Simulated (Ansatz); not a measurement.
```yaml
crystal:
  periodic: [false, false, false]
  atoms:
    - {symbol: F, position_ang: [1.093337, 0.958563, 2.243994]}
    - {symbol: Si, position_ang: [-0.284122, 1.217440, 1.461328]}
    - {symbol: C, position_ang: [-0.836556, -0.377354, 0.671889]}
    - {symbol: C, position_ang: [0.203371, -1.091632, -0.201399]}
    - {symbol: Si, position_ang: [0.675841, -0.216834, -1.798362]}
    - {symbol: H, position_ang: [-1.287481, 1.680506, 2.453273]}
    - {symbol: H, position_ang: [-0.028271, 2.288583, 0.466471]}
    - {symbol: H, position_ang: [-1.742266, -0.151775, 0.093887]}
    - {symbol: H, position_ang: [-1.163666, -1.036705, 1.485001]}
    - {symbol: H, position_ang: [1.120885, -1.271329, 0.369135]}
    - {symbol: H, position_ang: [-0.168134, -2.082591, -0.485925]}
    - {symbol: H, position_ang: [-0.551161, 0.131285, -2.567262]}
    - {symbol: H, position_ang: [1.524127, -1.114199, -2.627114]}
    - {symbol: H, position_ang: [1.431000, 1.036843, -1.536215]}
basis:
  gaussian: {orbitals: def2-SVPD}
magnetization: {spin_polarized: true, initial_magnetization: 1}
hamiltonian: {xc: {name: PBE0}, dispersion: d3bjatm}
output: {forces: true}
```

```sh
$ ansatz run in.yaml --threads 4 --pin off --events-out ev --progress --plain --max-ram 10444MiB
```

(1) How does Ansatz answer? (Best estimate.)

## Answers

(1) The calculation gave: The program refused the input.
```
Error: a molecule whose nuclei and cores have a total charge of 58 cannot have a net charge of 0 together with 1 unpaired electrons
```
